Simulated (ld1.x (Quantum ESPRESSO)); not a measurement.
# Pseudopotential generation for Mo: PAW, PBE, scalar-relativistic.

Mo (Z = 42), PAW, made with ld1.x (Quantum ESPRESSO) 7.5 (PBE, scalar-relativistic). Core [Ar] 3d10, reference 4s2 4p6 4d3 5s0 5p0 (charge +3). Waves: 4s (bound): rcut 1.80, rcutus 2.20 bohr; 5s (bound, empty): rcut 1.80, rcutus 2.20 bohr; 4p (bound): rcut 1.70, rcutus 2.15 bohr; 5p (bound, empty): rcut 1.70, rcutus 2.15 bohr; 4d (bound): rcut 1.85, rcutus 2.15 bohr; 4d channel at -2.05 Ry: rcut 1.85, rcutus 2.15 bohr; 4f channel at 0.05 Ry: rcut 1.60, rcutus 2.10 bohr. Local part: all-electron potential smoothed inside 2.20 bohr (lloc = -1). Core correction: a·sin(br)/r model core, default radius (ld1.x builds one for every PAW set, though the input has nlcc=.false.). Augmentation charge: PSQ, inside the norm-conserving radii.

All-electron outer shells of the reference configuration (PBE, scalar-relativistic, ld1.x):

| shell | level (eV) | outermost node (bohr) | outermost maximum (bohr) |
| --- | --- | --- | --- |
| 3d | -253.80 | – | 0.32 |
| 4s | -96.30 | 0.51 | 0.99 |
| 4p | -70.02 | 0.52 | 1.06 |
| 4d | -32.91 | 0.53 | 1.32 |
| 5s | -26.70 | 1.30 | 2.46 |
| 5p | -20.67 | 1.46 | 2.86 |

Q: Is the overlap operator S = 1 + Σ q|β⟩⟨β| positive definite (Bessel basis up to 400 Ry)?

A: No: its lowest eigenvalue is -0.030, in the s channel, so the generalised eigenproblem breaks down once the basis is large enough.

Test run stopped at test 1 of 7 (negative rho).

The ghost test of this file was not conclusive. Its overlap operator is not positive definite in a basis up to 400 Ry (lowest eigenvalue s -0.03), so the file is unfit for use: the generalised eigenproblem breaks down once the basis is large enough, and its test numbers describe a broken file.
